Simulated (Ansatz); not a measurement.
H2BO, SMILES `[BH-]O` (lower singlet; H–B–O–H torsion 0°) (charge -1, multiplicity 1). This singlet lies 0.66 eV below the relaxed triplet at the level B3LYP/aug-cc-pVTZ // PBE0-D3(BJ)/def2-TZVPD (Ansatz, a first-principles code).

Method: frozen-core CCSDT(Q)/aug-cc-pVDZ // PBE0-D3(BJ)/def2-TZVPD in Ansatz.

Ansatz 0.2 input:
```yaml
crystal:
  periodic: [false, false, false]
  atoms:
    - { symbol: B, position_ang: [0.630974, 0.600547, -0.007354] }
    - { symbol: O, position_ang: [-0.759923, 0.436188, 0.00413] }
    - { symbol: H, position_ang: [1.167883, -0.542104, -0.006863] }
    - { symbol: H, position_ang: [-1.038934, -0.494631, 0.010087] }
basis:
  gaussian: { orbitals: aug-cc-pVDZ }
correlation:
  method: ccsdt_q
total_charge: -1
```

Output:

```
Functional definition: HF
1066 factors; integrals over basis functions are off by at most 2.1e-7 eV
mean field evaluation 1: about -2737.2599 eV, gradient 2.1e1 eV
mean field evaluation 2: about -2737.2604 eV, gradient 2.1e1 eV
mean field evaluation 4: about -2738.7759 eV, gradient 2.7e0 eV
mean field evaluation 8: about -2738.8357 eV, gradient 1.3e-1 eV
mean field evaluation 16: about -2738.8215 eV, gradient 8.1e-1 eV
mean field evaluation 32: about -2730.0461 eV, gradient 1.5e1 eV
mean field evaluation 64: about -2734.2539 eV, gradient 1.5e-2 eV
mean field -2738.83673287 eV, -100.6503934827 hartree, gradient 4.6e-6 eV, S^2 0.000000; 2 other end points of the search recorded, 0 dependent functions left out; unrestricted orbitals would lower it
2 core orbitals not correlated
reference -2738.83673287 eV, -100.6503934827 hartree; 6, 6 occupied and 56, 56 virtual orbitals, 1066 factors
second order -8.33295994 eV of doubles, -0.00000000 eV of singles
cycle   1  -8.54873749 eV  change   -2.2e-1 eV  update   1.0e-1
cycle   2  -8.96452249 eV  change   -4.2e-1 eV  update   5.3e-2
cycle   3  -9.25588342 eV  change   -2.9e-1 eV  update   2.9e-2
cycle   4  -9.22208382 eV  change    3.4e-2 eV  update   1.2e-2
cycle   5  -9.20387551 eV  change    1.8e-2 eV  update   8.8e-3
cycle   6  -9.21278495 eV  change   -8.9e-3 eV  update   5.4e-3
cycle   7  -9.21916501 eV  change   -6.4e-3 eV  update   4.0e-3
cycle   8  -9.21731368 eV  change    1.9e-3 eV  update   2.7e-3
cycle   9  -9.21639090 eV  change    9.2e-4 eV  update   1.6e-3
cycle  10  -9.21901200 eV  change   -2.6e-3 eV  update   9.6e-4
cycle  11  -9.21681592 eV  change    2.2e-3 eV  update   6.2e-4
cycle  12  -9.21707806 eV  change   -2.6e-4 eV  update   3.3e-4
cycle  13  -9.21718291 eV  change   -1.0e-4 eV  update   2.0e-4
cycle  14  -9.21708609 eV  change    9.7e-5 eV  update   8.6e-5
cycle  15  -9.21713895 eV  change   -5.3e-5 eV  update   4.6e-5
cycle  16  -9.21719130 eV  change   -5.2e-5 eV  update   2.6e-5
cycle  17  -9.21718752 eV  change    3.8e-6 eV  update   1.6e-5
cycle  18  -9.21718688 eV  change    6.4e-7 eV  update   1.0e-5
cycle  19  -9.21719488 eV  change   -8.0e-6 eV  update   6.3e-6
cycle  20  -9.21719694 eV  change   -2.1e-6 eV  update   3.3e-6
cycle  21  -9.21719523 eV  change    1.7e-6 eV  update   2.2e-6
cycle  22  -9.21719538 eV  change   -1.5e-7 eV  update   1.3e-6
perturbative correction -0.02505144 eV, -0.0009206234 hartree
Total energy: -2748.07897969 eV, -100.9900397886 hartree
```
